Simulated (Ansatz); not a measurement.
AlBH₈Si₂ (`[AlH2][B]([SiH3])[SiH3]`), relaxed with RKS PBE-D4/def2-SVP in Ansatz 0.2.0 from a rough embedded geometry. The force threshold is 0.03 eV/Å; the program also tests the step.

The species carries charge 0 and has multiplicity 1.

Start:

```xyz
12

Al    0.423    1.416   -1.522
B     0.011    0.092   -0.089
Si    0.599    0.440    1.708
Si   -0.955   -1.591   -0.512
H    -0.076    1.185   -3.073
H     1.264    2.786   -1.231
H     0.208   -0.724    2.597
H     0.042    1.629    2.206
H     2.122    0.533    1.757
H    -0.224   -2.288   -1.510
H    -2.286   -1.132   -1.038
H    -1.128   -2.345    0.707
```

(1) By how much does the energy fall, and how many steps does the optimiser take? (Best estimate.)

(2) Which bonds change most? (Best estimate.)

(3) Give the relaxed structure. (An estimate is asked.)

## Answers

(1) The calculation gave: 81.08 kJ/mol, in 16 steps, 1 of them rejected.

(2) Computed: Si3–H8 from 1.405 to 1.509 Å; Al1–B2 from 1.994 to 2.095 Å; Si4–H10 from 1.420 to 1.508 Å; B2–Si3 from 1.922 to 2.006 Å.

(3) Computed: 
```xyz
12

Al    0.455    1.528   -1.650
B     0.042    0.133   -0.143
Si    0.290    0.545    1.804
Si   -0.634   -1.709   -0.551
H    -0.724    2.423   -2.277
H     1.954    1.720   -2.200
H    -0.549   -0.266    2.760
H     0.186    1.998    2.199
H     1.735    0.131    2.013
H    -0.266   -2.288   -1.894
H    -2.132   -1.467   -0.566
H    -0.356   -2.748    0.506
```
